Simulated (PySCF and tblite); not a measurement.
C4HFN2O, numbered as in [N:1]#[C:2][c:3]1[cH:4][n:5][o:6][c:7]1[F:8].

Level: PBE0-D3(BJ)/pcSseg-1//GFN2-xTB, thermal terms from GFN2-xTB, symmetry numbers and mirror pairs counted. Conformers within 2.5 kcal/mol (GFN2-xTB free energy) were kept, 6 at most. GIAO shieldings: PBE0/pcSseg-1. Shifts are against TMS (¹H), TMS (¹³C), CFCl3 (¹⁹F), NH3 (¹⁵N) at the same level. (PySCF 2.14, tblite 0.8.)

Task: List the conformer-averaged shifts at 298.15 K.

Result: ¹H: 8.38 (H4, 1H) ppm. ¹³C: 186.8 (C7), 158.0 (C4), 112.6 (C2), 78.4 (C3) ppm. ¹⁹F: -92.3 (F8) ppm. ¹⁵N: 398.6 (N5), 332.4 (N1) ppm.

Unscaled ¹⁹F and ¹⁵N shifts at such levels can be off by tens of ppm; differences between conformers or isomers are more reliable. Shifts are unscaled: against experiment ¹³C can be off by 15 ppm or more and ¹H by 0.8 ppm.


¹⁵N shifts are against a computed isolated NH3 molecule, about 20 ppm from the liquid.